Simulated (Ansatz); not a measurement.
Ag9⁺. Total charge 1; triplet. Geometry r2SCAN-D4/def2-SVP, that of the charge +1 singlet; atoms count from 1.

```xyz
9

Ag   -0.3963   -1.4618    0.4610
Ag    1.3242    0.7395   -0.4525
Ag    1.4309   -0.2127    2.1897
Ag   -1.3469    0.4831   -1.3505
Ag    0.5793   -1.3517   -2.1728
Ag   -0.8125    1.1979    1.3335
Ag   -0.1616    2.9391   -0.7514
Ag    2.2798   -1.7742    0.0183
Ag   -2.8969   -0.5592    0.7249
```

In the def2 sets Ag takes a core potential; there is no spin–orbit coupling. At PBE0-D4/def2-TZVP a singlet of charge 1 lies 1.85 eV below the triplet at the same geometry. The structure comes from a short search, and lower isomers may exist.

Question: Estimate the Mulliken populations from the PBE0/def2-TZVP orbitals of Ansatz.

Answer: 
```tsv
atom	charge (e)	spin (α − β)	d electrons
Ag1	0.45	0.09	9.84
Ag2	0.45	0.09	9.84
Ag3	-0.10	0.39	9.90
Ag4	0.18	0.25	9.86
Ag5	-0.10	0.39	9.90
Ag6	0.18	0.25	9.86
Ag7	-0.07	0.08	9.89
Ag8	0.08	0.39	9.85
Ag9	-0.07	0.08	9.89
```
Mulliken values and Mayer orders depend strongly on the basis.

Question: Where does the spin sit?

Answer: Summed by element: Ag 2.00, of 2 unpaired in all. Largest on single atoms: Ag5 0.39, Ag3 0.39, Ag8 0.39.

Question: And the Mayer bond orders between bonded heavy atoms (over 0.3)?

Answer: Ag1–Ag9 0.37 (2.67 Å); Ag2–Ag7 0.37 (2.67 Å); Ag3–Ag6 0.43 (2.78 Å); Ag3–Ag8 0.36 (2.81 Å); Ag4–Ag5 0.43 (2.78 Å); Ag4–Ag7 0.37 (2.79 Å); Ag4–Ag9 0.37 (2.79 Å); Ag5–Ag8 0.36 (2.81 Å); Ag6–Ag7 0.37 (2.79 Å); Ag6–Ag9 0.37 (2.79 Å).
